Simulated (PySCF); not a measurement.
# Polarisability and C₆ of Te (tellurium, neutral)

[Kr] 4d10 5s2 5p4, high-spin 3P determinant. All numbers are calculated (PySCF 2.14, a scalar-relativistic core potential, in aug-cc-pVTZ-PP with ECP28MDF (6s5p4d2f, 55 functions)). Coupled (time-dependent) response in atomic units; α is the mean over directions.

```csv
method,mean α (bohr³),"α xx, yy, zz",C₆ (like pair),S(−4)
UHF,37.96,"35.79, 42.31, 35.79",410.3,325.8
PBE,41.16,"38.26, 46.96, 38.26",449.6,426.2
PBE0,39.43,"36.87, 44.57, 36.87",427.6,372.1
r2SCAN0,38.66,"36.20, 43.58, 36.20",427.7,331.5
B97-3,39.58,"36.91, 44.93, 36.91",429.7,376.0
```

S(−4) is the Cauchy moment in α(ω) = α(0) + S(−4) ω² + …

Reference α: 38 ± 4 bohr³ (recommended; Schwerdtfeger and Nagle, table of static dipole polarizabilities (2023 update)). Published C₆: 445.0 (Chu and Dalgarno (2004); Tang, Norbeck and Certain (1976)).

Spin-orbit coupling is absent.

α(iu) at r2SCAN0:

| u (hartree) | α(iu) (bohr³) |
| --- | --- |
| 0 | 38.66 |
| 0.0500 | 37.85 |
| 0.100 | 35.68 |
| 0.200 | 29.39 |
| 0.300 | 23.18 |
| 0.500 | 14.46 |
| 0.750 | 8.748 |
| 1.00 | 5.827 |
| 1.50 | 3.156 |
| 2.00 | 2.009 |
| 3.00 | 1.040 |
| 5.00 | 0.4303 |

A single London oscillator, α(iu) = α/(1 + u²/ω²), gives C₆ = (3/4) ω α². Matching the computed C₆ needs ω = 4 × 427.7 / (3 × 38.66²) = 0.382 hartree.

The components differ because the open shell of this determinant is not spherical; for a pure term their mean is the scalar polarisability.

Energies and moments cover only the electrons outside the core potential.
